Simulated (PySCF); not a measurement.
Magnetic shielding above rings: a mixed set.

NICS is the negative of the GIAO shielding at a point without a nucleus: at the ring centre (0) and 1 Å above and below it (1); zz is the component along the ring normal. Level: GIAO PBE0/pcSseg-1 (PySCF, non-relativistic, gas phase) on the GFN2-xTB geometries, one conformer each. Atom numbers follow the mapped SMILES.

Task: Order these rings by mean NICS(1)zz, lowest (most negative) first (ppm).
A. ring C3–C4–C5–N6–C7–P9 in `[CH:1]#[C:2][c:3]1[cH:4][cH:5][n:6][c:7]([SiH3:8])[p:9]1`
B. ring C2–C3–N4–C5–P6–C7 in `[CH3:1][c:2]1[cH:3][n:4][cH:5][p:6][cH:7]1`
C. ring C5–C7–C8 in `[F:1][C:2]([F:3])([F:4])[C:5]1([Cl:6])[CH2:7][CH2:8]1`
D. ring C4–C5–N6–C7–C8–C9 in `[CH3:1][C:2](=[O:3])[C@H:4]1[CH:5]=[N:6][CH2:7][CH2:8][CH2:9]1`

Result: B (-26.2), A (-23.5), C (-22.1), D (1.7).

```
             SMILES                                                     ring  NICS(0)  NICS(1)  NICS(1)zz  HOMA  rms pucker (Å)  ring atoms with four or more neighbours
          Cc1cncpc1  6-membered ring with N and P; formal bonds all aromatic     -6.5    -10.6      -26.2  0.91            0.00                                        0
C#Cc1ccnc([SiH3])p1  6-membered ring with N and P; formal bonds all aromatic     -5.6     -9.9      -23.5  0.84            0.00                                        0
  FC(F)(F)C1(Cl)CC1           3-membered carbocycle; formal bonds all single    -42.2     -8.4      -22.1     –            0.00                                        3
CC(=O)[C@H]1C=NCCC1  6-membered ring with N; formal bonds 1 double, 5 single      0.1     -2.2        1.7     –            0.20                                        4
```

NICS(0) gives another order. The isotropic NICS(1) gives the same order. HOMA uses Krygowski's 1993 parameters; it is left out where a ring has a four-coordinate atom, a triple bond, no multiple bond or a kind of bond without parameters. NICS(1) and NICS(1)zz are means over the two faces.
